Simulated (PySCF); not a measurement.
C5H9Cl.

```xyz
15

C      1.4625     0.2699    -1.0348
C      0.4118    -0.5252    -0.3010
C     -0.0009     0.0362     1.0296
Cl    -0.8491     1.6128     0.8640
C     -0.6436    -1.2382    -1.0952
C      0.4283    -2.0288    -0.4047
H      1.7062    -0.1935    -2.0018
H      1.1039     1.2931    -1.2250
H      2.3923     0.3370    -0.4466
H     -0.6941    -0.6371     1.5516
H      0.8692     0.2167     1.6774
H     -1.6576    -1.2698    -0.6868
H     -0.6034    -1.1492    -2.1840
H      0.1527    -2.6161     0.4761
H      1.2167    -2.4814    -1.0124
```
Charge 0, spin multiplicity 1.

Geometry: PBE0-D3(BJ)/def2-SVP. The values are those of a single conformer.

The numbers are results of PBE/pcSseg-1 (PySCF), not measurements. Non-relativistic, no solvent.

Computed absolute GIAO shielding of each atom: isotropic value and principal components (ppm):
| atom | σ(iso) | σ11 | σ22 | σ33 | span |
|---|---|---|---|---|---|
| C1 | 157.1 | 134.3 | 153.2 | 183.8 | 49.5 |
| C2 | 159.3 | 130.0 | 149.2 | 198.7 | 68.7 |
| C3 | 116.3 | 80.7 | 124.2 | 144.0 | 63.3 |
| Cl4 | 834.3 | 644.0 | 782.0 | 1076.8 | 432.7 |
| C5 | 162.8 | 126.9 | 168.9 | 192.7 | 65.8 |
| C6 | 161.7 | 128.5 | 168.8 | 187.7 | 59.2 |
| H7 | 31.0 | 26.3 | 28.9 | 37.9 | 11.6 |
| H8 | 29.0 | 24.0 | 28.7 | 34.3 | 10.3 |
| H9 | 30.0 | 26.1 | 26.7 | 37.0 | 10.9 |
| H10 | 28.5 | 21.7 | 30.5 | 33.2 | 11.5 |
| H11 | 27.3 | 20.9 | 28.2 | 32.8 | 11.8 |
| H12 | 30.6 | 25.6 | 27.9 | 38.3 | 12.7 |
| H13 | 30.8 | 25.5 | 27.9 | 38.9 | 13.4 |
| H14 | 30.8 | 25.1 | 28.5 | 38.7 | 13.6 |
| H15 | 30.7 | 25.1 | 27.9 | 39.1 | 14.0 |
